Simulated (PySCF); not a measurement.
C₂H₉ClSi₃, SMILES Cl[SiH2][Si@H]1CC[SiH2]1. Atoms are numbered in the order given.

```xyz
15

Cl     2.5961     0.4547     1.1796
Si     1.3182    -1.0121     0.4045
Si    -0.1431     0.0279    -1.0984
C     -1.7706    -0.9931    -1.3055
C     -2.5422    -0.4508    -0.0613
Si    -1.7292     1.2903     0.0755
H      0.5526    -1.6064     1.5386
H      2.1634    -2.0816    -0.2000
H      0.5854     0.4663    -2.3254
H     -1.6935    -2.0914    -1.3509
H     -2.2642    -0.6637    -2.2357
H     -2.2673    -1.0277     0.8382
H     -3.6389    -0.4973    -0.1544
H     -1.4988     1.8365     1.4440
H     -2.4380     2.3134    -0.7498
```
Charge 0, spin multiplicity 1.

The structure is a stationary point at B3LYP-D3(BJ)/def2-SVP. The structure was generated by enumeration; whether it is a known compound was not checked. Other conformers were not sampled.

Computed with TDA-B3LYP/def2-SVPD (PySCF).

Vertical excitations. Isolated molecule, no solvent.

Computed excitation energies, oscillator strengths and character:
```csv
state,energy (eV),λ (nm),f,main pairs
S1,5.40,230,0.031,HOMO→LUMO 91 %
S2,5.92,210,0.022,"HOMO−1→LUMO 72 %, HOMO→LUMO+1 24 %"
S3,6.15,202,0.182,"HOMO→LUMO+1 58 %, HOMO−1→LUMO 19 %"
S4,6.19,200,0.004,HOMO−2→LUMO 90 %
S5,6.38,194,0.050,"HOMO→LUMO+2 76 %, HOMO−1→LUMO+1 13 %"
S6,6.45,192,0.023,"HOMO−1→LUMO+1 69 %, HOMO→LUMO+2 12 %"
T1,4.85,256,0,HOMO→LUMO 91 %
T2,5.32,233,0,"HOMO→LUMO+1 48 %, HOMO−1→LUMO 43 %"
```
Triplets are in the Tamm–Dancoff approximation.
